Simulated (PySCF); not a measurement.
Task: Give a PBE0-D3(BJ)/def2-SVP geometry of `C1(=O)[SiH2]NCC1`.

Result: 
```xyz
13
C3H7NOSi angstrom
O     -0.159   -2.589    0.009
C     -0.043   -1.392    0.090
C     -1.211   -0.417    0.168
C     -0.765    0.953   -0.340
N      0.629    1.137    0.045
Si     1.570   -0.313    0.141
H     -1.467   -0.350    1.242
H     -2.086   -0.826   -0.357
H     -1.392    1.749    0.095
H     -0.910    1.003   -1.438
H      0.989    2.077   -0.052
H      2.368   -0.440    1.398
H      2.481   -0.613   -1.010
```

Orientation and origin are arbitrary. Atoms count from 1 in this order. N5 (silicon-bound nitrogen) is almost planar (angles 126.2°, 115.6° and 115.4°, sum 357.2°, 0.13 Å off the plane of its three neighbours). Si6 (SiH2 silicon) has angles from 90.7° to 117.1°. The 5-membered ring C2–C3–C4–N5–Si6 has internal angles of 90.7° to 115.4° (sum 529°, against 540° for a flat polygon); it is puckered, 0.14 Å rms from its mean plane, widest ring torsion 35°.

Bonds between heavy atoms (Å): O1=C2 1.205, C2–C3 1.524, C3–C4 1.528, C4–N5 1.458, N5–Si6 1.731, C2–Si6 1.942.

Theory: PBE0-D3(BJ)/def2-SVP geometry optimisation, gas phase (PySCF).

Point group: C1 (no symmetry element, even within 0.4 Å). Whether it is a minimum is left open (no frequencies). One conformer, not necessarily the lowest (O1–C2–C3–C4 -156°, C2–C3–C4–N5 -35°, C3–C4–N5–Si6 31°, C4–N5–Si6–C2 -14°).
